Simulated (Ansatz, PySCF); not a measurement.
Si(Cl)(I)2(OH) (ClHI₂OSi), SMILES O[Si](Cl)(I)I.

Geometry optimised at B3LYP-D3(BJ)/def2-SVP. The structure was generated by enumeration, and PubChem lists no compound with its InChIKey, so it may never have been made. The def2 effective core potentials stand for the cores of I; spin–orbit coupling is left out. Other conformers were not sampled.

Vertical ionisation energy (IE) and electron affinity (EA) in eV. Rows of orbital energies are one-electron estimates. Where ΔSCF, EOM or ADC give a negative EA the extra electron is unbound and the value depends on the basis.

| level | IE | EA |
|---|---|---|
| −ε(HOMO), −ε(LUMO), M06-2X/def2-TZVP (PySCF) | 8.95 | 1.10 |
| −ε(HOMO), −ε(LUMO), PBE/def2-TZVP (PySCF) | 6.66 | 2.60 |
| ΔSCF, PBE/def2-SVPD (Ansatz), final states of multiplicity 2 and 2 | 9.28 | 0.58 |

Question: What vertical singlet–triplet gap does ΔSCF give with PBE/def2-SVPD (Ansatz, an electronic-structure program)? (An estimate is asked for; the answer gives what the named calculation found.)

Answer: 3.98 eV (triplet above singlet where positive).
